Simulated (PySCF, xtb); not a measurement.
C3H8Si2, SMILES C=C1C[SiH2][SiH2]1.

Harmonic wavenumbers (cm⁻¹) from xtb 6.7.1 with GFN2-xTB at its own minimum, in rising order: 33, 293, 301, 306, 396, 406, 434, 470, 512, 557, 616, 634, 670, 736, 756, 798, 813, 905, 929, 1077, 1145, 1200, 1417, 1462, 1694, 2175, 2194, 2199, 2207, 2956, 2980, 3046, 3090.

Task: What does PBE-D3(BJ)/def2-SVP (PySCF) give at its own minimum? (Estimate from the structure and the level; the computed values follow.)

Result: 89, 243, 306, 342, 404, 423, 484, 570, 597, 609, 628, 661, 684, 742, 801, 886, 890, 897, 904, 1033, 1069, 1134, 1348, 1372, 1641, 2136, 2146, 2161, 2168, 2958, 3037, 3045, 3145. Paired by order, the mean absolute difference is 44 cm⁻¹ and the zero-point energies are 56.3 and 56.5 kcal/mol.
